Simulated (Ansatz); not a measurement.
`Cl[SiH2]CI` + `S[SiH2]Cl` → `Cl[SiH2]S[SiH2]Cl` + `CI`  (ligand exchange at the Si–C bond)

Computed with Ansatz on PBE0-D4/def2-TZVP structures; ΔE is electronic, products minus reactants. CCSD(T)/CBS is the MP2 limit (def2-TZVPP, def2-QZVPP) plus CCSD(T) − MP2 in def2-TZVPP, frozen cores. Elements past krypton have def2 core potentials. For I outer-core shells are correlated without core-valence functions, which leaves a few kJ/mol of doubt a bond. Each species was taken in one conformer, which may not be the lowest.

| species | CCSD(T)/CBS(def2) energy (Eh) |
| --- | --- |
| `Cl[SiH2]CI` | -1086.81168 |
| `S[SiH2]Cl` | -1148.50980 |
| `Cl[SiH2]S[SiH2]Cl` | -1898.04965 |
| `CI` | -337.29646 |

**Question.** Work out ΔE.

**Answer.** ΔE = (-1898.04965) + (-337.29646) − (-1086.81168) − (-1148.50980) = -0.02463 Eh = -15.5 kcal/mol.

Largest T1 diagnostic among the species: 0.010.

The D4 term adds −1.3 kcal/mol with B3LYP and −0.8 kcal/mol with PBE0; it sums over pairs of atoms, weighted by their polarisabilities, and B3LYP, whose exchange is more repulsive, gets the larger term.

B3LYP here is the variant with VWN-RPA as its local correlation; programs differ in this.
